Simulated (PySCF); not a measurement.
In(Cl)(vinyl)(OH) (C2H4ClInO), SMILES [CH]([In]([Cl])[OH])=C.

Geometry optimised at B3LYP-D3(BJ)/def2-SVP. The structure was generated by enumeration; whether it is a known compound was not checked. The def2 effective core potentials stand for the cores of In; spin–orbit coupling is left out. Other conformers were not sampled.

Calculation: M06-2X/def2-TZVP in PySCF.

Symmetry labels are those of the subgroup Cs that the program uses (full group Cs).

Computed valence orbital energies around the gap with their symmetry:
```json
[
 {"orbital": "HOMO−7", "symmetry": "A'", "energy (eV)": "-13.47"},
 {"orbital": "HOMO−6", "symmetry": "A'", "energy (eV)": "-12.40"},
 {"orbital": "HOMO−5", "symmetry": "A'", "energy (eV)": "-10.66"},
 {"orbital": "HOMO−4", "symmetry": "A\"", "energy (eV)": "-10.59"},
 {"orbital": "HOMO−3", "symmetry": "A'", "energy (eV)": "-10.17"},
 {"orbital": "HOMO−2", "symmetry": "A\"", "energy (eV)": "-10.09"},
 {"orbital": "HOMO−1", "symmetry": "A\"", "energy (eV)": "-9.83"},
 {"orbital": "HOMO", "symmetry": "A'", "energy (eV)": "-9.65"},
 {"orbital": "LUMO", "symmetry": "A\"", "energy (eV)": "-1.10"},
 {"orbital": "LUMO+1", "symmetry": "A'", "energy (eV)": "-0.72"},
 {"orbital": "LUMO+2", "symmetry": "A\"", "energy (eV)": "0.75"},
 {"orbital": "LUMO+3", "symmetry": "A'", "energy (eV)": "0.77"}
]
```
